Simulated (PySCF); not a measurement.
C₂H₄F, SMILES C[CH]F, multiplicity 2. Atoms are numbered in the order given.

```xyz
7

C     -1.1520     0.1680    -0.3059
C      0.3055     0.3778    -0.2222
F      0.9904    -0.5518     0.4841
H     -1.5972     0.9206    -0.9577
H     -1.6367     0.2429     0.6785
H     -1.3846    -0.8219    -0.7074
H      0.7837     1.3493    -0.2020
```
Charge 0, spin multiplicity 2.

Coordinates come from a B3LYP-D3(BJ)/def2-TZVP optimisation. The isomer is the one that the SMILES or the coordinates give; other isomers of the formula were not compared.

Two levels are set side by side: PBE/pcH-1 (PySCF) and PBE0/pcH-1 (PySCF). Contact hyperfine couplings, same geometry. Differences are taken from unrounded values.

| quantity | PBE0 |
|---|---|
| A(iso) of 13C, atom C1 (MHz) | -24.7 |
| A(iso) of 13C, atom C2 (MHz) | 195.6 |
| A(iso) of 19F, atom F3 (MHz) | 169.5 |
| A(iso) of 1H, atom H4 (MHz) | 6.6 |
| A(iso) of 1H, atom H5 (MHz) | 133.5 |
| A(iso) of 1H, atom H6 (MHz) | 61.8 |
| A(iso) of 1H, atom H7 (MHz) | -45.5 |

Q: What does PBE give, and how far is it from PBE0? (An estimate is asked for; the answer gives what the named calculation found.)

A: 
```json
[
 {"quantity": "A(iso) of 13C, atom C1 (MHz)", "PBE": "-18.6", "PBE minus PBE0": "6.1"},
 {"quantity": "A(iso) of 13C, atom C2 (MHz)", "PBE": "169.4", "PBE minus PBE0": "-26.2"},
 {"quantity": "A(iso) of 19F, atom F3 (MHz)", "PBE": "115.4", "PBE minus PBE0": "-54.1"},
 {"quantity": "A(iso) of 1H, atom H4 (MHz)", "PBE": "5.7", "PBE minus PBE0": "-0.9"},
 {"quantity": "A(iso) of 1H, atom H5 (MHz)", "PBE": "136.4", "PBE minus PBE0": "2.9"},
 {"quantity": "A(iso) of 1H, atom H6 (MHz)", "PBE": "63.2", "PBE minus PBE0": "1.5"},
 {"quantity": "A(iso) of 1H, atom H7 (MHz)", "PBE": "-35.0", "PBE minus PBE0": "10.5"}
]
```

Rough cost on one machine, each run with all the roots and properties that it gave: PBE0 against PBE within a factor of 2.
